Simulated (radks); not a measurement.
Values are calculated unless marked as measured or tabulated.
Initial-state core-level shifts of the holmium ion Ho+ when its valence configuration changes from [Xe] 4f11 6s1. Level of theory: Dirac Kohn-Sham, PBE, spin-unpolarised, spherical densities, point nucleus; open shells fill j = l - 1/2 first (a radial shooting solver on a logarithmic mesh with Libxc functionals). Shifts are changes of the shell-averaged eigenvalues in eV (positive: less bound).

| valence | 2s | 3d | 5s | 5p |
|---|---|---|---|---|
| 4f10 6s2 | -9.263 | -9.925 | -6.249 | -5.344 |
| 4f11 5d0.5 6s0.5 | +0.874 | +0.852 | +0.948 | +0.889 |
| 4f10 5d1 6s1 | -6.870 | -7.579 | -3.856 | -3.127 |
| 4f11 6s0.5 6p0.5 | -0.592 | -0.585 | -0.617 | -0.604 |
| 4f11 5d1 | +1.632 | +1.593 | +1.782 | +1.674 |
| 4f10.5 6s1.5 | -4.363 | -4.667 | -3.029 | -2.600 |
| 4f11.5 6s0.5 | +3.663 | +3.905 | +2.695 | +2.333 |
| 4f10 6s1 6p1 | -10.414 | -11.070 | -7.405 | -6.468 |
| 4f11 6p1 | -1.175 | -1.161 | -1.224 | -1.198 |
